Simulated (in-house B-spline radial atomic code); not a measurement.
# B3LYP (VWN-RPA) excitations of the krypton ion Kr⁶⁺

Method: B3LYP (VWN-RPA). Computed with a B-spline radial code for spherical atoms: linear response of the closed shell [Ar] 3d10 4s2 with the functional's adiabatic kernel; non-relativistic, point nucleus, no spin-orbit coupling, no double excitations, S, P, D and F terms only; shells from n = 2 respond. Only terms of natural parity with L up to 3 were computed.

Without relativity these are model numbers for so heavy an element.

Command:
```bash
python run_td.py task.json out
```
Settings (radii: box in bohr, nucleus in fm):
```
Z                        36
electrons                30
configuration            [Ar] 3d10 4s2
hamiltonian              nr
method                   b3lyp
box_radius               14.35
intervals                53
```

Time taken, with all properties: 0.8 s on 1 thread of Intel(R) Xeon(R) Platinum 8488C (Sapphire Rapids), with other jobs on the host.

The lowest states, in the order of their Tamm-Dancoff energies; the method's threshold (minus the highest occupied level) is 102.24 eV. Labels give the largest channel, * marks a mixed state, and oscillator strengths are full-response dipole values. Semilocal kernels can invert the small singlet-triplet splittings of Rydberg terms. Energies in eV:

| state | full response | Tamm-Dancoff | oscillator strength |
| --- | --- | --- | --- |
| 4s → 4p 3P | 14.046 | 14.245 | - |
| 4s → 4p 1P | 20.354 | 21.109 | 1.48 |
| 4s → 4d 3D | ? | ? | - |
| 4s → 4d 1D | 42.96 | 42.99 | - |
| 4s → 5s 3S | 52.80 | 52.80 | - |
| 4s → 5s 1S | ? | ? | - |
| 4s → 5p 3P | 59.08 | 59.09 | - |
| 4s → 5p 1P | 59.74 | 59.79 | 0.108 |
| 4s → 4f 3F | 62.24 | 62.27 | - |
| 4s → 4f 1F | 63.28 | 63.29 | - |

Where does 4s → 5s 1S lie?

At 54.18 eV in full response, 54.23 eV in Tamm-Dancoff.

Where does 4s → 4d 3D lie?

At 40.45 eV in full response, 40.49 eV in Tamm-Dancoff.

How large is the singlet-triplet splitting of 4s → 4p (P terms) in Tamm-Dancoff?

6.86 eV, from the unrounded values.

What polarisabilities and dispersion coefficient does the method give?

Dipole 2.913 bohr³, quadrupole 3.324 bohr⁵, C6 5.645 hartree·bohr⁶ for two such species.
